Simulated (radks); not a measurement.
Values are calculated unless marked as measured or tabulated.
Task: The iodine ion I2+, [Kr] 4d10 5s2 5p3. Level of theory: non-relativistic Kohn-Sham, exchange-only PBE, spin-polarised, spherical densities, point nucleus (a radial shooting solver on a logarithmic mesh with Libxc functionals). Every spin shell is full or empty, so the densities are truly spherical. Functionals are evaluated on that one density, not self-consistently. Rank these exchange functionals by their error against the exact value of the orbitals, and give that value: LDA, B88, RPBE, OPTX, SOGGA, EV93, revTPSS, MVS.

Result: Exact: -173.344 hartree. From best to worst, with 100 (|E| - |E exact|)/|E exact| (equal figures are ties): B88 +0.01, MVS +0.06, RPBE -0.25, EV93 -0.34, revTPSS -0.94, OPTX +1.28, SOGGA -2.25, LDA -4.76.
